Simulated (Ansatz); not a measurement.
Cost and result up the ladder for (MgTe)2 ring (Mg₂Te₂) (4 atoms). The state is a singlet with charge 0. Geometry: PBE-D4/def2-SVP.

Cartesian coordinates in Å:
```
Mg -1.191 -0.591 -0.453
Te 0.277 -1.706 1.498
Mg 1.191 0.591 0.453
Te -0.277 1.706 -1.498
```

Ansatz on 4 threads of Arm Neoverse V2 on a shared host. Times are rough, and most runs start from the orbitals of an earlier one. ωB97X-V/def2-TZVP serves as the yardstick here, not as an exact answer. Differences are given only for rows in sets of like size (and for xTB, whose basis is part of the method), since another set adds its own error. Binding counts from free atoms at the same level (Mg singlet, Te triplet; other spins of the atoms weren't run), without zero-point energy or a counterpoise term.

In the def2 sets Te takes a core potential; there is no spin–orbit coupling. LC-ωPBE has ω = 0.4 bohr⁻¹. Correlated methods freeze 10 core orbitals; core or outer-core shells of Mg, Te are correlated, in sets that lack core-valence functions.

Correlated methods converge slowly with the basis.

```json
{"level": "PBE-D4/def2-SVP", "functions": "88", "wall time": "0.8 s", "binding energy per atom (eV)": "1.89", "difference from ωB97X-V/def2-TZVP (eV)": "–"}
{"level": "PBE0-D4/def2-SVP", "functions": "88", "wall time": "1.1 s", "binding energy per atom (eV)": "1.85", "difference from ωB97X-V/def2-TZVP (eV)": "–"}
{"level": "PBE-D4/def2-TZVP", "functions": "164", "wall time": "1.3 s", "binding energy per atom (eV)": "1.90", "difference from ωB97X-V/def2-TZVP (eV)": "0.05"}
{"level": "revPBE-D4/def2-TZVP", "functions": "164", "wall time": "1.4 s", "binding energy per atom (eV)": "1.80", "difference from ωB97X-V/def2-TZVP (eV)": "-0.05"}
{"level": "PBE-D4/def2-TZVPD", "functions": "188", "wall time": "2.2 s", "binding energy per atom (eV)": "1.90", "difference from ωB97X-V/def2-TZVP (eV)": "0.05"}
{"level": "PBE0-D4/def2-TZVP", "functions": "164", "wall time": "2.2 s", "binding energy per atom (eV)": "1.87", "difference from ωB97X-V/def2-TZVP (eV)": "0.02"}
{"level": "LC-ωPBE/def2-TZVP", "functions": "164", "wall time": "2.3 s", "binding energy per atom (eV)": "1.80", "difference from ωB97X-V/def2-TZVP (eV)": "-0.05"}
{"level": "CAM-B3LYP-D4/def2-TZVP", "functions": "164", "wall time": "2.5 s", "binding energy per atom (eV)": "1.70", "difference from ωB97X-V/def2-TZVP (eV)": "-0.15"}
{"level": "r2SCAN-D4/def2-TZVP (with forces)", "functions": "164", "wall time": "3.5 s", "binding energy per atom (eV)": "1.94", "difference from ωB97X-V/def2-TZVP (eV)": "0.09"}
{"level": "r2SCAN-D4/def2-TZVPD", "functions": "188", "wall time": "3.6 s", "binding energy per atom (eV)": "1.94", "difference from ωB97X-V/def2-TZVP (eV)": "0.09"}
{"level": "PBE-QIDH/def2-TZVP", "functions": "164", "wall time": "4 s", "binding energy per atom (eV)": "1.87", "difference from ωB97X-V/def2-TZVP (eV)": "0.02"}
{"level": "ωB97X-V/def2-TZVP", "functions": "164", "wall time": "5.5 s", "binding energy per atom (eV)": "1.85", "difference from ωB97X-V/def2-TZVP (eV)": "0.00"}
{"level": "RPA@PBE/def2-TZVP", "functions": "164", "wall time": "6 s", "binding energy per atom (eV)": "1.52", "difference from ωB97X-V/def2-TZVP (eV)": "-0.32"}
{"level": "CCSD(T)/def2-TZVPP", "functions": "164", "wall time": "27 s", "binding energy per atom (eV)": "1.70", "difference from ωB97X-V/def2-TZVP (eV)": "-0.15"}
```
